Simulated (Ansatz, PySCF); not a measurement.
The Ansatz (a first-principles code) input:
Ansatz 0.2 input:
```yaml
crystal:
  periodic: [false, false, false]
  atoms:
    - {symbol: Ga, position_ang: [0.00000000, 0.00000000, 0.00000000]}
    - {symbol: F, position_ang: [-1.46913290, -0.91659287, 0.05150673]}
    - {symbol: F, position_ang: [0.00422448, 1.59195676, -0.68322965]}
    - {symbol: F, position_ang: [1.46490843, -0.67536388, 0.63172292]}
basis:
  gaussian:
    orbitals: def2-SVP
hamiltonian:
  xc: {name: B97M-V}
accuracy: high
```

Task: Give the equivalent PySCF input.

Result: One answer among several that fit: 
```python
from pyscf import gto, scf, dft

mol = gto.Mole()
mol.atom = '''
    Ga    0.00000000    0.00000000    0.00000000
    F    -1.46913290   -0.91659287    0.05150673
    F     0.00422448    1.59195676   -0.68322965
    F     1.46490843   -0.67536388    0.63172292
'''
mol.basis = 'def2-svp'
mol.verbose = 4
mol.build()

mf = dft.RKS(mol)
mf.xc = 'b97m_v'
mf.grids.atom_grid = (99, 590)
mf.grids.prune = None
mf.kernel()
```

Both were run: Ansatz gave -2223.524167 Eh and PySCF -2223.524171 Eh, 0.004 mEh apart.
